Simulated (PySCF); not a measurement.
A structure optimised at PBE0-D3(BJ)/def2-SVP, used in a PySCF frequency run:

```xyz
10

Si     0.0008     0.1327     1.5728
N     -0.0081    -0.6129     0.0000
Si     0.0008     0.1327    -1.5728
H     -1.0493    -0.4668     2.4544
H     -0.2742     1.5860     1.3789
H      1.3103    -0.0184     2.2845
H      0.0609    -1.6280     0.0000
H      1.3103    -0.0184    -2.2845
H     -1.0493    -0.4668    -2.4544
H     -0.2742     1.5860    -1.3789
```

Problem. Write its SMILES, formula and point group.

Solution. [SiH3]N[SiH3], H₇NSi₂, Cs

Problem. What are its rotational constants (standard atomic weights)?

Solution. 24.936, 2.9504, 2.8095 GHz
